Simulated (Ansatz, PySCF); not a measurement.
TaOCl₂, SMILES [Cl][Ta+](=[O])[Cl], charge +1, multiplicity 1. Atoms are numbered in the order given.

```xyz
4

Ta     0.1769    -0.2856     0.0000
O     -1.1175    -1.3534     0.0000
Cl    -0.1965     1.0011    -1.7797
Cl    -0.1965     1.0011     1.7797
```
Charge +1, spin multiplicity 1.

The structure is a stationary point at PBE0-D3(BJ)/def2-SVP. The spin state was assumed, not searched. The isomer is the one that the SMILES or the coordinates give; other isomers of the formula were not compared. The def2 effective core potentials stand for the cores of Ta; spin–orbit coupling is left out.

Two levels are set side by side: PBE-D3(BJ)/def2-SVP (Ansatz, a program for electronic structure) and PBE0-D3(BJ)/def2-SVP (Ansatz). Each level has its own optimised geometry; the coordinates shown are those of the second. Frequencies come from the Hessian of PySCF at each geometry. Differences are taken from unrounded values.

```
quantity                            PBE0-D3(BJ)  PBE-D3(BJ)  PBE-D3(BJ) minus PBE0-D3(BJ)
----------------------------------  -----------  ----------  ----------------------------
mean bond length (Å)                      2.044       2.061                         0.017
bond Ta1–O2 (Å)                           1.678       1.701                         0.023
bond Ta1–Cl3 (Å)                          2.228       2.242                         0.014
bond Ta1–Cl4 (Å)                          2.228       2.242                         0.014
highest harmonic wavenumber (cm⁻¹)         1079        1015                           -64
mean harmonic wavenumber (cm⁻¹)             426         408                           -18
zero-point energy (kcal/mol)               3.65        3.50                         -0.15
```

GGA bonds tend to be longer and softer than those of functionals with exact exchange. Differences between two approximate levels are no errors against the true value.
